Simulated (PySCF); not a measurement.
# Continuum solvent and chemical shifts

Structure with atom numbers: `[CH3:1][C:2](=[S:3])[O:4][CH2:5][O:6][CH2:7][CH:8]([CH3:9])[CH3:10]` (H(Xn): hydrogen on atom n).

GIAO PBE0/pcSseg-1 in PySCF on one PBE0-D3(BJ)/def2-SVP conformer, non-relativistic, equivalent nuclei averaged. Solvents enter as an IEF-PCM continuum (chloroform with ε = 4.7, acetonitrile with ε = 35.7) around the gas-phase geometry. Shifts are referred to TMS, CS2 computed in the same medium.

In chloroform, δ in ppm: C2 231.1, C5 98.0, C7 75.8, C1 37.2, C8 27.4, C9/C10 20.1, S3 393.1, H(C5) 5.32, H(C7) 3.32, H(C1) 2.70, H(C8) 1.79, H(C9)/H(C10) 0.90. Dipole moment 3.16 D.

Question: How does each δ change in the more polar medium?

Answer: 
```
       atoms                                    environment  Δδ, acetonitrile
          C2                            thiocarbonyl carbon              +1.7
          C5                 sp3 carbon bearing two oxygens              +0.4
          C7                            sp3 CH2 bonded to O              +0.2
          C1                                  methyl carbon              +0.7
          C8                                         sp3 CH              +0.2
      C9/C10                                  methyl carbon              +0.1
          S3                                  thione sulfur             -19.8
       H(C5)  hydrogen on an sp3 carbon bearing two oxygens             +0.02
       H(C7)             hydrogen on an sp3 CH2 bonded to O             +0.04
       H(C1)                    hydrogen on a methyl carbon             +0.05
       H(C8)                          hydrogen on an sp3 CH             +0.05
H(C9)/H(C10)                    hydrogen on a methyl carbon             -0.01
```

Changes are relative to chloroform. The dipole moment becomes 3.40 D in acetonitrile.

Question: Which nuclei move most (in ppm), and what does the model miss?

Answer: S3 (thione sulfur, -19.8 ppm) in acetonitrile. A continuum only polarises the solute; specific hydrogen bonds, the anisotropy of aromatic solvents and changes of geometry or conformer are outside it.
